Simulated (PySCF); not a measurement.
## Unknown: peak-picked proton spectrum

Formula C7H5NO. The spectrum was simulated from the full spin Hamiltonian at 400 MHz with 0.8 Hz Lorentzian lines, from shifts rounded to 0.01 ppm and J to 0.1 Hz, couplings under 1 Hz left out.

```tsv
region	integral (H)	ppm	Hz	height
1	1	8.992	3597.0	58
1		8.990	3596.0	100
1		8.988	3595.0	59
2	1	8.629	3451.5	51
2		8.626	3450.5	51
2		8.614	3445.6	53
2		8.612	3444.6	52
3	2	7.493	2997.4	91
3		7.487	2994.7	93
3		7.459	2983.5	52
3		7.456	2982.4	52
3		7.444	2977.6	50
3		7.441	2976.5	50
4	1	6.793	2717.4	93
4		6.787	2714.7	91
```

Calculated, not measured (PySCF): structure optimised with PBE0-D3(BJ)/def2-SVP, B3LYP/pcJ-1 coupling constants (without the spin–dipole term), shielding tensors at PBE/pcSseg-1 (GIAO). In vacuum, non-relativistic, single conformer.

Shifts are taken against calculated references (same method and geometry level): ¹H (σ = 31.20 ppm) vs TMS.

**Question.** Analyse the multiplets.

**Answer.** ¹H NMR (400 MHz, computed): δ 8.99 (t, J = 1.1 Hz, 1H), 8.62 (dd, J = 5.9, 1.0 Hz, 1H), 7.49 (d, J = 2.7 Hz, 1H), 7.45 (dd, J = 5.9, 1.1 Hz, 1H), 6.79 (d, J = 2.7 Hz, 1H). These are first-order names from the parameters used; overlap and second-order distortion can hide them in the list.

**Question.** What is the compound?

**Answer.** SMILES c1cc2ccoc2cn1.

Atom-mapped SMILES (the numbers label the heavy atoms): `[cH:1]1[cH:2][c:3]2[cH:4][cH:5][o:6][c:7]2[cH:8][n:9]1`. Hydrogens are named by the atom that carries them.

- δ 8.99: H(C8), hydrogen on an aromatic CH next to a ring nitrogen, coupled to H(C2) and H(C1) (1.1 Hz).
- δ 8.62: H(C1), hydrogen on an aromatic CH next to a ring nitrogen, coupled to H(C2) (5.9 Hz), H(C8) (1.0 Hz).
- δ 7.49: H(C5), hydrogen on an aromatic CH next to the ring oxygen, coupled to H(C4) (2.7 Hz).
- δ 7.45: H(C2), hydrogen on an aromatic CH, coupled to H(C1) (5.9 Hz), H(C8) (1.1 Hz).
- δ 6.79: H(C4), hydrogen on an aromatic CH, coupled to H(C5) (2.7 Hz).

The shifts were computed for this structure.

Multiplet labels drop couplings under 1 Hz and merge nearly equal ones. Unscaled 3J(H,H) at this level run about 10 % above measured values.
